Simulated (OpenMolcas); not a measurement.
## Ionisation energies of samarium

| Quantity | Value |
| --- | --- |
| Program | OpenMolcas |
| Basis | ANO-R2 [8s6p5d3f1g] |
| Scalar Hamiltonian | X2C, finite nucleus |
| Spin-orbit coupling | RASSI with atomic mean-field integrals over the reference wave functions, term energies averaged over their components |

Active shells in each charge state: the valence f shell, with orbitals averaged over the low states. Where CASPT2's correlated closed shells are named, they are those of the first ion.

A. CASSCF
B. SS-CASPT2, IPEA 0.25 Eh, imaginary shift 0.1 Eh (closed shells correlated: 5s 5p)
C. SS-CASPT2, IPEA 0.25 Eh, imaginary shift 0.1 Eh (closed shells correlated: 4d 5s 5p)
D. SS-CASPT2, IPEA 0 Eh, imaginary shift 0.1 Eh (closed shells correlated: 5s 5p)

Energies in eV between the lowest computed levels, named as in B; reference values from the NIST Atomic Spectra Database with their kind.

```
            From                To       A       B       C       D  Spin-orbit share in B                Reference
    Sm2+ 4f⁶ ⁷F₀  Sm3+ 4f⁵ ⁶H°_5/2  21.088  23.752  23.811  23.951                 -0.082  23.550 (semi-empirical)
Sm3+ 4f⁵ ⁶H°_5/2      Sm4+ 4f⁴ ⁵I₄  39.387  41.337  41.336  41.454                 -0.132  41.640 (semi-empirical)
    Sm4+ 4f⁴ ⁵I₄  Sm5+ 4f³ ⁴I°_9/2  61.318  62.590  62.430  62.656                 -0.141  62.700 (semi-empirical)
```

The lowest level within the active space need not be the ion's true ground level.

° marks odd parity.
